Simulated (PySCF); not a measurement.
**Solvent effects on NMR parameters**

Numbering as in the mapped SMILES `[CH3:1][C:2]([CH3:3])([CH3:4])[c:5]1[cH:6][p:7][cH:8][o:9]1`. Each H is labelled by its parent atom.

GIAO PBE0/pcSseg-1 in PySCF 2.14.0 with density-fitted response routines on one PBE0-D3(BJ)/def2-SVP conformer, non-relativistic, equivalent nuclei averaged. Solvents enter as an IEF-PCM continuum (acetonitrile with ε = 35.7, dimethylsulfoxide with ε = 46.8) around the gas-phase geometry. Shifts are referred to TMS computed in the same medium.

Gas phase, δ in ppm: C8 186.8, C5 176.3, C6 121.1, C2 35.2, C1/C3/C4 30.5, H(C8) 8.67, H(C6) 6.69, H(C1)/H(C3)/H(C4) 1.31. Dipole moment 1.87 D.

Q: How does each δ change in the continuum?

A: 
```csv
atoms,environment,"Δδ, acetonitrile","Δδ, dimethylsulfoxide"
C8,aromatic CH next to the ring oxygen,+3.8,+3.9
C5,substituted aromatic carbon next to the ring oxygen,+3.4,+3.4
C6,aromatic CH,+0.1,+0.1
C2,quaternary sp3 carbon on an aromatic ring,+1.5,+1.5
C1/C3/C4,methyl carbon,+0.4,+0.4
H(C8),hydrogen on an aromatic CH next to the ring oxygen,+0.27,+0.27
H(C6),hydrogen on an aromatic CH,+0.20,+0.21
H(C1)/H(C3)/H(C4),hydrogen on a methyl carbon,+0.04,+0.04
```

Changes are relative to the gas phase. The dipole moment becomes 2.49 D in acetonitrile, 2.50 D in dimethylsulfoxide.

Q: Which nuclei move most (in ppm), and what does the model miss?

A: C8 (aromatic CH next to the ring oxygen, +3.9 ppm) in dimethylsulfoxide. A continuum only polarises the solute; specific hydrogen bonds, the anisotropy of aromatic solvents and changes of geometry or conformer are outside it.
